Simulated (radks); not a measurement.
Results of a calculation; reference values are marked as such.
Spherical jellium clusters: N electrons in a uniform positive sphere of charge N and radius rs N^(1/3), rs = 4.27 bohr. Level of theory: non-relativistic Kohn-Sham, PBEsol, spin-polarised, spherical densities (a radial shooting solver with Libxc functionals). Levels are named by radial order and angular momentum (1s, 1p, 1d, 2s, ...), and open shells are averaged over m.

N = 13, configuration 1s2 1p6 1d(up 5, down 0). This is the lowest configuration that the search found. Occupied levels:

level    occupation  eigenvalue (eV)  <r> (bohr)
1s up             1          -4.6183       6.638
1s down           1          -4.3561       5.888
1p up             3          -3.8202       7.712
1p down           3          -3.3435       7.351
1d up             5          -2.7731       8.575

Energy (eV): total -23.4590, kinetic 20.928, external -541.62, Hartree 267.47, exchange-correlation -45.049, background 274.82.
